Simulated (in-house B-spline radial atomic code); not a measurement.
# RPA and G0W0 on PBE: Cl6+

Configuration [Ne] 3s1, highest spin, mean-field start PBE. Computed with an all-electron radial atomic-structure program (B-spline basis): all electrons, scalar-relativistic (spin-free one-electron X2C), finite nucleus, each spin shell either full or empty, empty states to l = 9 with an (l + 1/2)⁻⁴ tail; G0W0 by contour deformation at full frequency.

Command:
```bash
python run_gw.py task.json out
```
Settings (radii: box in bohr, nucleus in fm):
```
Z                        17
electrons                11
configuration            [Ne] 3s1
hamiltonian              x2c
method                   pbe,pbe
lmax                     9
rms_radius               3.3654
spin_polarised           True
box_radius               9.29
intervals                68
ion_configuration        [He] 2s2 2p6
```

Time taken, with all properties: 1.6 s on 1 thread of Intel(R) Xeon(R) 6975P-C, with other jobs on the host.

Energies (hartree):

```csv
term,value
mean-field total,-450.59278
Hartree-Fock functional on these orbitals,-450.32735
direct second order,-0.73988
second-order exchange,0.28262
SOSEX correction,0.26151
```

(1) What is the RPA correlation energy, and what remains with SOSEX?

Quasi-particle levels (eV):

```json
{"level": "3s up", "occupied": "yes", "mean field": "-107.29", "Σx - vxc": "-6.53", "Σc": "?", "QP weight": "?", "G0W0": "?"}
{"level": "2p down", "occupied": "yes", "mean field": "-298.81", "Σx - vxc": "-27.45", "Σc": "3.44", "QP weight": "0.951", "G0W0": "-322.81"}
{"level": "2p up", "occupied": "yes", "mean field": "-299.35", "Σx - vxc": "-27.61", "Σc": "3.54", "QP weight": "0.949", "G0W0": "-323.43"}
{"level": "3s down", "occupied": "no", "mean field": "-103.37", "Σx - vxc": "9.00", "Σc": "-2.71", "QP weight": "0.943", "G0W0": "-97.07"}
```

G0W0 = mean field + (Σx - vxc) + Σc, with Σc (partial-wave tail included) taken at the quasi-particle energy. Only the outer levels were computed. Levels of low weight are left out.

(2) Where does G0W0 put 3s up?

(3) What does it cost to remove one electron (to [He] 2s2 2p6) by differences of total energies, each species on its own start (correlation terms add to the Hartree-Fock functional)?

## Answers

(1) RPA gives -0.67655 hartree (-1.67 eV per electron); RPA + SOSEX gives -0.41504, and the second-order doubles -0.45727 hartree (no singles). SOSEX takes back 39 % of the RPA value.

(2) At -115.51 eV, with Σc = -1.69 eV and a quasi-particle weight of 0.971. The tabulated removal energy is 114.201 eV (NIST, measured); the calculation leaves out spin-orbit coupling, Breit and QED terms, and what these don't explain is the method's own error.

(3) PBE 115.05 eV, Hartree-Fock functional 113.68 eV, + RPA 115.14 eV, + RPA + SOSEX 114.16 eV, + second order 114.28 eV. Tabulated: 114.201 eV (NIST, measured); the calculation leaves out spin-orbit coupling, Breit and QED terms, and what these don't explain is the method's own error.
